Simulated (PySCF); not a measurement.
## Two-component Hartree-Fock for Cs⁴⁷⁺ (caesium, charge +47)

Start: [He] 2s2 2p4; 2p1/2 filled at m_j = -1/2, +1/2; 2p3/2 filled at m_j = +1/2, +3/2. Calculated with PySCF 2.14 in an uncontracted even-tempered set (17 s from 26 bohr⁻², ratio 2.4; 13 p from 34 bohr⁻², ratio 2.4; 5 d from 120 bohr⁻², ratio 2.6; 4 f from 180 bohr⁻², ratio 2.6): generalised Hartree-Fock with the X2C-1e Hamiltonian and a Gaussian nucleus; one run each with spin-orbit coupling (SO) switched off, then screened by Boettger's factors.

```tsv
spinor shell	electrons	ε, spin-free (eV)	ε, screened SO (eV)	weight of nominal j (screened SO)	rms radius, screened SO (bohr)
1s1/2	2	-39940.2	-39926.7	1.000	0.0298
2s1/2	2	-9105.8	-9101.8	1.000	0.117
2p1/2	2	-8611.3	-8859.6	0.998	0.100
2p3/2	2	-8611.3	-8492.6	0.999	0.105
```

```json
{"quantity": "E (hartree)", "spin-free": "-5182.92690", "screened SO": "-5193.30378"}
{"quantity": "M_J", "spin-free": "2", "screened SO": "2"}
{"quantity": "⟨J²⟩", "spin-free": "6.000", "screened SO": "6.000"}
{"quantity": "⟨L²⟩", "spin-free": "2.000", "screened SO": "3.202"}
{"quantity": "⟨S²⟩", "spin-free": "2.000", "screened SO": "1.406"}
```

Each row is a mean over spinors that exchange with the open shell spreads, by up to 63.568 eV (2s1/2).

Breit and QED terms are absent; they matter most for the inner s and p1/2 levels.

Densities and radii are taken from the X2C orbitals without a picture-change correction, which distorts them close to the nucleus.

Without spin-orbit coupling the j labels of p, d and f shells carry no meaning; the spin-free column gives the mean over the occupied spinors of each nl shell.
